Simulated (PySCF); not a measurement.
C6H13PS.
Atom-mapped SMILES: `[CH2:1]=[CH:2][P@@:3]([CH3:4])(=[S:5])[CH:6]([CH3:7])[CH3:8]` (hydrogens: H9, H10 on C1; H11 on C2; H12, H13, H14 on C4; H15 on C6; H16, H17, H18 on C7; H19, H20, H21 on C8)

The calculation used PBE0-D3(BJ)/def2-SVP geometry optimisation, gas phase in PySCF.

Task: What internal coordinates does the optimisation give?

Result: 
| bond | length (Å) |
| --- | --- |
| C1=C2 | 1.333 |
| C2–P3 | 1.815 |
| P3–C4 | 1.822 |
| P3=S5 | 1.956 |
| P3–C6 | 1.851 |
| C6–C7 | 1.523 |
| C6–C8 | 1.524 |
| C1–H9 | 1.097 |
| C1–H10 | 1.094 |
| C2–H11 | 1.098 |
| C4–H12, C4–H13, C4–H14 | 1.099 |
| C6–H15 | 1.106 |
| C7–H16, C7–H17, C7–H18 | 1.101 |
| C8–H19, C8–H20, C8–H21 | 1.101 |

Bonds in one row agree within 0.01 Å and their mean is given. A selection of angles:
| angle | degrees |
| --- | --- |
| C2–C1–H9 | 119.6 |
| C2–C1–H10 | 121.8 |
| H9–C1–H10 | 118.6 |
| C1–C2–P3 | 121.2 |
| C1–C2–H11 | 121.6 |
| P3–C2–H11 | 117.2 |
| C2–P3–C4 | 103.4 |
| C2–P3–S5 | 114.6 |
| C2–P3–C6 | 104.0 |
| C4–P3–S5 | 114.2 |
| C4–P3–C6 | 105.3 |
| S5–P3–C6 | 114.2 |
| P3–C4–H12 | 111.4 |
| P3–C4–H13 | 108.9 |
| P3–C4–H14 | 107.8 |
| H12–C4–H13 | 110.1 |
| P3–C6–C7 | 109.5 |
| P3–C6–C8 | 110.2 |
| P3–C6–H15 | 105.3 |
| C7–C6–C8 | 112.0 |
| C7–C6–H15 | 109.8 |
| C8–C6–H15 | 109.8 |
| C6–C7–H16 | 112.0 |
| C6–C7–H17 | 110.3 |
| H16–C7–H17 | 108.2 |
| C6–C8–H19 | 110.1 |
| C6–C8–H20 | 112.4 |
| H19–C8–H20 | 108.1 |

Dihedral angles: C1–C2–P3–C4 -126° (anticlinal); C2–P3–C6–C7 -64° (synclinal).

The 3 C–C bonds span 1.333 Å (C1=C2, drawn double) to 1.524 Å (C6–C8, drawn single), a spread of 0.191 Å. Of the pairs four or more bonds apart, S5···H9 is among the closest relative to their van der Waals radii: 2.81 Å, 94 % of the sum of Bondi's values. P3 (phosphorus bonded to 3 C and S) is distorted tetrahedral (angles from 103.4° to 114.6°). The 3 C–P bonds span 1.815 Å (C2–P3, drawn single) to 1.851 Å (P3–C6, drawn single), a spread of 0.036 Å.

Point group: C1 (no symmetry element, even within 0.4 Å). No PBE0-D3(BJ)/def2-SVP frequencies stand behind this structure, so it isn't proved a minimum. The numbers are those of one conformer.
